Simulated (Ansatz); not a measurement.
Relaxation of FGeH5S (8 atoms, charge 0, multiplicity 1), to a largest force component of 0.03 eV/Å in at most 50 steps.

Level of theory: RKS PBE-D4/def2-mTZVP (Ansatz).

```xyz
8
Properties=species:S:1:pos:R:3:forces:R:3
Ge -0.524 -0.110 -0.461 0.14 -0.10 -0.39
F 0.089 0.702 2.245 0.53 0.21 0.20
H 0.474 -1.065 0.227 -0.02 0.00 -0.01
H -0.080 1.362 -0.450 0.00 0.01 0.00
H -0.769 -0.586 -1.920 0.00 0.01 0.01
S -2.520 -0.136 0.593 -0.08 0.01 0.22
H -2.667 -1.493 0.553 0.01 0.03 0.01
H -0.794 0.454 2.436 -0.58 -0.17 -0.04
```

Task: Where does it end, and by what steps?

Result: The forces met the threshold. The force dipped under the threshold on the way, but the program's further checks kept it going. After 13 steps the energy has fallen by 0.163 eV; F2 moved furthest, 0.77 Å.

| step | energy less start (eV) | largest force component (eV/Å) | accepted |
| --- | --- | --- | --- |
| 0 | 0.0000 | 0.582 | yes |
| 1 | -0.0393 | 1.744 | yes |
| 2 | -0.0818 | 1.551 | yes |
| 3 | -0.0682 | 0.536 | no |
| 4 | -0.1457 | 0.134 | yes |
| 5 | -0.1518 | 0.215 | yes |
| 6 | -0.1591 | 0.131 | yes |
| 7 | -0.1581 | 0.156 | no |
| 8 | -0.1617 | 0.021 | yes |
| 9 | -0.1621 | 0.080 | yes |
| 10 | -0.1624 | 0.094 | yes |
| 11 | -0.1627 | 0.036 | yes |
| 12 | -0.1630 | 0.005 | yes |
| 13 | -0.1632 | 0.027 | yes |

```xyz
8
Properties=species:S:1:pos:R:3
Ge -0.478 -0.119 -0.679
F -0.246 0.525 2.914
H 0.573 -1.020 0.002
H -0.004 1.343 -0.801
H -0.905 -0.692 -2.051
S -2.310 0.018 0.660
H -2.427 -1.327 0.854
H -0.994 0.400 2.324
```

Whether the end is a true minimum wasn't checked by a vibrational analysis.

The run took 22 s on 2 threads of Intel(R) Xeon(R) Platinum 8259CL CPU @ 2.50GHz (Skylake/Cascade Lake) (shared host), peak memory 0.15 GiB.
